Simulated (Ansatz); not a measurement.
Molecule: CH4Al, net charge 0, doublet state. It need not be the lowest isomer of its formula. 
Structure (B3LYP-D3(BJ)/def2-TZVP (Ansatz, a quantum-chemistry and plane-wave program) minimum search):
```
C
H 1 1.0899
H 1 1.0956 2 108.34
H 1 1.0956 2 108.34 3 115.78
Al 1 1.9732 2 114.42 3 -122.11
H 5 1.6066 1 117.21 2 180.00
```
Charge 0, spin multiplicity 2.

Wanted: vertical ionisation energy (to the singlet state of charge +1; each state is the SCF solution reached for its spin), in eV. Valence correlation only, unless marked. UHF or UKS for open shells. Spin-orbit coupling is left out. Non-relativistic. CBS(X,Y): correlation extrapolated as X^-3; Hartree-Fock from the larger set. [CCSD(T)-MP2]/basis is that difference in the basis named.

RI-MP2/CBS(aug-cc-pV(T+d)Z,aug-cc-pV(Q+d)Z)+[CCSD(T)-MP2]/aug-cc-pV(T+d)Z (Ansatz) gives 7.42 eV.

**Question.** Another calculation gave 7.39 eV. Which level was it?
A) PBE/def2-TZVPD (Ansatz)
B) r2SCAN/def2-TZVPD (Ansatz)
C) wB97M-V/def2-TZVPD (Ansatz)

**Answer.** A, PBE/def2-TZVPD (Ansatz). The others give 7.54 (r2SCAN), 7.28 (wB97M-V) eV.
